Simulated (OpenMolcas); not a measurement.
## W4+: moving or changing the point charges

W4+ among 8 point charges of -1.2 e arranged as a cube (Oh), 2.11 Å from the ion.
```
   1.2182    1.2182    1.2182  -1.20
   1.2182    1.2182   -1.2182  -1.20
   1.2182   -1.2182    1.2182  -1.20
   1.2182   -1.2182   -1.2182  -1.20
  -1.2182    1.2182    1.2182  -1.20
  -1.2182    1.2182   -1.2182  -1.20
  -1.2182   -1.2182    1.2182  -1.20
  -1.2182   -1.2182   -1.2182  -1.20
```

```
Program             : OpenMolcas 26.06
Method              : CASSCF
Basis               : ANO-RCC-VTZP [8s7p5d3f2g1h]
Scalar Hamiltonian  : DKH2, point nucleus
Active space        : 2 electrons in 5 orbitals (5d)
State averaging     : 2S+1 = 3 even, 10 roots; 2S+1 = 1 even, 15 roots
Spin-orbit coupling : state interaction with AMFI integrals over the reference wave functions
```

Runs around this geometry, states (labels of O, the rotations of Oh). Energies in cm-1 above the lowest state or level, χT in cm3 K/mol; 10Dq and B are least-squares fits to the states below 45000 cm-1, weighted by degeneracy, with a free offset, and given where the rms deviation is under 5 % of |10Dq| (or 100 cm-1) and under 700 cm-1; 10Dq is negative for this site.

| R (Å) | q (e) | Ground state | First state of that spin | 10Dq | B (rms of fit) | First gap with spin-orbit (degeneracies) | χT at 300 K | First state of another spin |
| --- | --- | --- | --- | --- | --- | --- | --- | --- |
| 2.11 | -0.78 | 3A2 | 3T2 4166 | -4249 | 803 (46) | 2306 (3, 2) | 0.077 | 1E 12154 |
| 1.92 | -1.2 | 3A2 | 3T2 10245 | -10669 | 778 (127) | 6649 (3, 2) | 0.191 | 1E 12127 |
| 2.11 | -1.2 | 3A2 | 3T2 6439 | -6628 | 799 (83) | 3942 (3, 2) | 0.081 | 1E 12268 |
| 2.21 | -1.2 | 3A2 | 3T2 5124 | -5252 | 802 (61) | 2980 (3, 2) | 0.069 | 1E 12233 |

Taking |10Dq| as R^-n, n = -ln(5252 / 10669) / ln(2.21 / 1.92) = 5.0 between the shortest and longest distance. The point-charge formula for a cubic d site gives n = 5.

Scaling the charges by -0.78 / -1.2 = 0.65 scales |10Dq| by 4249 / 6628 = 0.64; with fixed orbitals a first-order splitting would follow the charge.

Without dynamic correlation the repulsion within the d shell is too large (B by tens of per cent), so at a given field states of lower spin stand too high. Spin-orbit coupling mixes the spin-free states strongly: the lowest level takes only 53 % from its leading state, 3A2 (figures for R = 2.11, q = -0.78; the like holds for R = 2.11, q = -1.2, R = 2.21, q = -1.2). Point charges carry no covalency, so the field is a model and not that of real ligands. No measured value stands beside these numbers.
